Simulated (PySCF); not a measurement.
**Correlation energy of Ar(2+) (argon, charge +2)**

[Ne] 3s2 3p3 4s1, high-spin 5S determinant (an excited configuration). Calculation: PySCF 2.14, in aug-cc-pCVTZ-DK with one added diffuse shell each of s, p, d, f type (9s8p6d4f, 91 functions); the spin-free X2C one-electron Hamiltonian (Gaussian nucleus). Frozen: [Ne]; 6 electrons correlated.

```
  level  correlation energy (mhartree)
   CCSD                        -143.85
    (T)                          -4.68
CCSD(T)                        -148.53
```

Diagnostics: T1 = 0.0084, D1 = 0.0287, largest double amplitude 0.054.

The outer electron is Rydberg-like, and this basis confines it to a smaller radius and binds it less than a complete one would.

Cost of the coupled-cluster step: of the order of 22 core-seconds, for 6 correlated electrons.

Iterations:

```
CC2 = 0
CCSD nocc = (np.int64(5), np.int64(1)), nmo = (86, 86)
frozen orbitals [[0, 1, 2, 3, 4], [0, 1, 2, 3, 4]]
max_cycle = 100
direct = 0
conv_tol = 1e-08
conv_tol_normt = 1e-06
diis_space = 8
diis_start_cycle = 0
Init t2, MP2 energy = -0.122707879757242
Init E_corr(UCCSD) = -0.122707879757411
cycle = 1  E_corr(UCCSD) = -0.139297673549585  dE = -0.0165897938  norm(t1,t2) = 0.0392998
cycle = 2  E_corr(UCCSD) = -0.142631237258259  dE = -0.00333356371  norm(t1,t2) = 0.0112512
cycle = 3  E_corr(UCCSD) = -0.143888962070005  dE = -0.00125772481  norm(t1,t2) = 0.00385845
cycle = 4  E_corr(UCCSD) = -0.143846482181807  dE = 4.24798882e-05  norm(t1,t2) = 0.000339685
cycle = 5  E_corr(UCCSD) = -0.143847884521256  dE = -1.40233945e-06  norm(t1,t2) = 3.70443e-05
cycle = 6  E_corr(UCCSD) = -0.143847990198634  dE = -1.05677377e-07  norm(t1,t2) = 6.39143e-06
cycle = 7  E_corr(UCCSD) = -0.143848134953599  dE = -1.44754965e-07  norm(t1,t2) = 1.55664e-06
cycle = 8  E_corr(UCCSD) = -0.143848144658251  dE = -9.70465203e-09  norm(t1,t2) = 3.30309e-07
UCCSD converged
E(UCCSD) = -526.4961599123499  E_corr = -0.1438481446582505
UCCSD(T) correction = -0.00467629026237287
```
